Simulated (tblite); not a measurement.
Isomers of [C8H18P]+ (charge +1). All values are computed: GFN2-xTB (tblite) harmonic vibrations without scaling, gas phase. Errors from tens to a few hundred cm⁻¹ against measured bands are possible. Modes of hydrogen on phosphorus can be 10 to 20 % off. One conformer each.

Electronic energies: GFN2-xTB at the same geometries; isomer energies are rough at this level and their order can be wrong.

| SMILES | electronic energy, lowest = 0 (kJ/mol) |
| --- | --- |
| CC[C@@H]1[C@@H](C)CC[P@H+]1C | 0.0 |
| CC[PH+]1CCCCCC1 | 18.0 |
| C[P@@H+](C1CC1)C(C)(C)C | 86.7 |

Q: How do GFN2-xTB zero-point energies change the relative energies?

A: 
```
                      SMILES  ZPE (kJ/mol)  of it from modes above 1550 cm⁻¹  electronic (kJ/mol)  with ZPE, lowest = 0 (kJ/mol)  lowest mode (cm⁻¹)  rings
CC[C@@H]1[C@@H](C)CC[P@H+]1C         630.1                             319.2                  0.0                            0.0                  47      1
             CC[PH+]1CCCCCC1         634.8                             317.5                 18.0                           22.7                  51      1
     C[P@@H+](C1CC1)C(C)(C)C         622.5                             323.3                 86.7                           79.1                  31      1
```

The zero-point energies span 12.3 kJ/mol, from `C[P@@H+](C1CC1)C(C)(C)C` to `CC[PH+]1CCCCCC1`. The order is unchanged.

Q: What do entropy and thermal enthalpy add at 298.15 K and 1 bar (rigid rotor, harmonic oscillator, one conformer each)?

A: 
```json
{"SMILES": "CC[C@@H]1[C@@H](C)CC[P@H+]1C", "point group": "C1", "symmetry number": "1", "S (J/(mol K))": "435.3", "H − H(0) (kJ/mol)": "33.16", "ZPE + H − H(0) − TS (kJ/mol)": "533.5"}
{"SMILES": "CC[PH+]1CCCCCC1", "point group": "C1", "symmetry number": "1", "S (J/(mol K))": "428.0", "H − H(0) (kJ/mol)": "31.69", "ZPE + H − H(0) − TS (kJ/mol)": "538.9"}
{"SMILES": "C[P@@H+](C1CC1)C(C)(C)C", "point group": "C1", "symmetry number": "1", "S (J/(mol K))": "461.1", "H − H(0) (kJ/mol)": "36.31", "ZPE + H − H(0) − TS (kJ/mol)": "521.4"}
```
